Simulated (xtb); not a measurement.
Harmonic IR lines of one isomer of C10H9BO, unscaled. Method: GFN2-xTB (xtb).

```csv
wavenumber (cm⁻¹),relative intensity
145,18
318,5.3
428,56
454,14
522,8.2
637,4.3
733,7.8
797,10
809,69
823,19
854,4.1
875,3.5
1034,32
1065,16
1106,5.4
1155,100
1170,10
1183,25
1208,38
1246,73
1303,17
1346,51
1392,15
1416,33
1444,44
1526,4.3
1570,6.1
1588,8.0
2646,95
2688,49
2986,17
3029,6.8
3050,15
3118,13
3135,33
3141,26
3498,11
```

Problem. Which structure gives these lines?
(A) `Bc1ccc2cccc-2cc1O`
(B) `Bc1cccc2cc(O)cc-2c1`
(C) `Bc1ccc2cc(O)cc-2cc1`
(D) `Bc1cc2ccc(O)ccc-2c1`

Solution. A, `Bc1ccc2cccc-2cc1O`
